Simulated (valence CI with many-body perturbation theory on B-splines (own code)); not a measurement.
Results of a calculation; reference values are marked as such.
# Cd XLI: what each term of the Hamiltonian does

Method: valence CI with perturbative core correlation (CI+MBPT): six valence electrons over a frozen Dirac-Fock core [He], radial functions for each j: 9 s, 9 p, 8 d, 6 f, 3 g, 1 h, with the one-electron correlation potential Σ1, the two-electron term Σ2, the three-electron term Σ3, Breit, model QED; selected CI, second order for the rest, scaled by the run's own slope (own B-spline code, finite nucleus).

The last digits are not significant, and no measured levels were compared; by estimate large intervals hold to a few tenths of a per cent, small ones and those within an open d or f shell to about a per cent. Among the levels kept, up to 2200 cm⁻¹ of a level comes from second order outside the variational space, and about a tenth of that is noise between levels of different J, which matters for small intervals.

Each rung adds one term. CI alone is the Dirac-Coulomb CI over the frozen core; QED comes last and gives the full result, which names the levels. Energies are above (2s^2 2p1/2^2 2p3/2^2) J=2 on the same rung, in eV.

Levels are named by their leading jj configuration (3d3/2^4 stands for four electrons in 3d with j = 3/2), which in mixed levels can hold well under half, so a name can repeat and another be missing. Letters in brackets count levels of one name in rising energy.

```csv
Level,CI alone,Σ1,Σ2,Σ3,Breit,QED,Full
(2s^2 2p1/2^2 2p3/2^2) J=0,29.8,0.00,+0.16,-0.03,+1.90,-0.03,31.8
(2s^2 2p1/2 2p3/2^3) J=1,198.1,+0.07,+0.02,-0.01,-2.21,+0.40,196.4
(2s^2 2p1/2 2p3/2^3) J=2,215.4,+0.07,+0.04,-0.04,-4.14,+0.41,211.8
(2s 2p1/2^2 2p3/2^3) J=2,423.1,-0.15,-0.29,-0.14,+0.21,-3.43,419.3
(2s^2 2p3/2^4) J=0,424.2,+0.14,+0.17,-0.06,-5.32,+0.74,419.9
(2s 2p1/2^2 2p3/2^3) J=1,466.8,-0.15,-0.37,-0.23,+0.59,-3.43,463.2
(2s 2p1/2 2p3/2^4) J=0,628.2,-0.08,-0.17,-0.16,-2.26,-3.04,622.5
(2s 2p1/2 2p3/2^4) J=1,659.7,-0.08,-0.33,-0.25,-3.00,-3.07,653.0
(2p1/2^2 2p3/2^4) J=0,919.6,-0.30,-0.69,-0.42,+1.31,-6.81,912.7
(2s^2 2p1/2^2 2p3/2 3s) J=2,3448.2,+0.26,+0.10,-0.16,-3.09,+0.82,3446.1
(2s^2 2p1/2^2 2p3/2 3s) J=1,3454.0,+0.26,+0.09,-0.16,-2.95,+0.82,3452.1
(2s^2 2p1/2^2 2p3/2 3p1/2) J=1,3512.7,+0.22,+0.08,-0.16,-1.63,-0.25,3511.0
(2s^2 2p1/2^2 2p3/2 3p1/2) J=2,3515.0,+0.22,+0.07,-0.16,-2.15,-0.25,3512.8
(2s^2 2p1/2^2 2p3/2 3p3/2) J=3,3570.8,+0.24,+0.08,-0.16,-3.31,-0.14,3567.5
(2s^2 2p1/2^2 2p3/2 3p3/2) J=1,3570.8,+0.23,+0.08,-0.16,-3.08,-0.14,3567.7
(2s^2 2p1/2^2 2p3/2 3p3/2) J=2,3586.3,+0.24,+0.04,-0.16,-3.00,-0.14,3583.3
(2s^2 2p1/2^2 2p3/2 3p3/2) J=0,3600.1,+0.24,+0.14,-0.16,-2.29,-0.15,3597.9
(2s^2 2p1/2 2p3/2^2 3s) J=2 [a],3635.1,+0.33,+0.10,-0.15,-6.20,+1.20,3630.4
(2s^2 2p1/2 2p3/2^2 3s) J=1 [a],3642.2,+0.34,+0.06,-0.15,-6.24,+1.22,3637.5
```

The middle columns are the shifts that each term adds.

How does the ionisation energy move along the ladder, and which term matters most?

CI alone 6258.0, + Σ1 6258.3, + Σ2 6258.5, + Σ3 6258.3, + Breit 6254.0, + QED 6253.8 eV. The largest step is Breit, -4.3 eV. NIST lists 6257 ± 12 eV (semi-empirical).
